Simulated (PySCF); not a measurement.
PySCF 2.14 output of an unrestricted B3LYP calculation on a single atom or ion in x2c-QZVPPall, with the spin-free X2C one-electron Hamiltonian (Gaussian nucleus):

```
SCF conv_tol = 1e-09
number electrons alpha = 28  beta = 27
    P. J. Stephens, F. J. Devlin, C. F. Chabalowski, and M. J. Frisch.,  J. Phys. Chem. 98, 11623 (1994)
cycle= 1 E= -8491.95633142482  delta_E= -0.0198  |g|= 0.0364  |ddm|= 1.32
cycle= 2 E= -8491.95648097156  delta_E= -0.00015  |g|= 0.0277  |ddm|= 0.228
cycle= 3 E= -8491.95656205477  delta_E= -8.11e-05  |g|= 0.0017  |ddm|= 0.122
cycle= 4 E= -8491.95656239011  delta_E= -3.35e-07  |g|= 0.000221  |ddm|= 0.00871
cycle= 5 E= -8491.95656240107  delta_E= -1.1e-08  |g|= 6.79e-06  |ddm|= 0.00102
cycle= 6 E= -8491.95656240565  delta_E= -4.57e-09  |g|= 2.46e-05  |ddm|= 0.000599
cycle= 7 E= -8491.9565624012  delta_E= 4.44e-09  |g|= 3.96e-06  |ddm|= 0.000634
cycle= 8 E= -8491.95656240109  delta_E= 1.11e-10  |g|= 2.23e-08  |ddm|= 8.79e-05
converged SCF energy = -8491.95656240109  <S^2> = 0.75007986  2S+1 = 2.0000799
```

The run itself started from symmetry-adapted Hartree-Fock orbitals and held the occupation by maximum overlap, on a logarithmic radial grid, so the iterations belong to that start.

Problem. Which element, charge and spin multiplicity is this?

Solution. La²⁺ (lanthanum, charge +2), multiplicity 2; the state was [Xe] 6s1, 2S determinant (an excited configuration).

Spin-orbit coupling, which splits the p, d and f shells strongly at this Z, is absent.
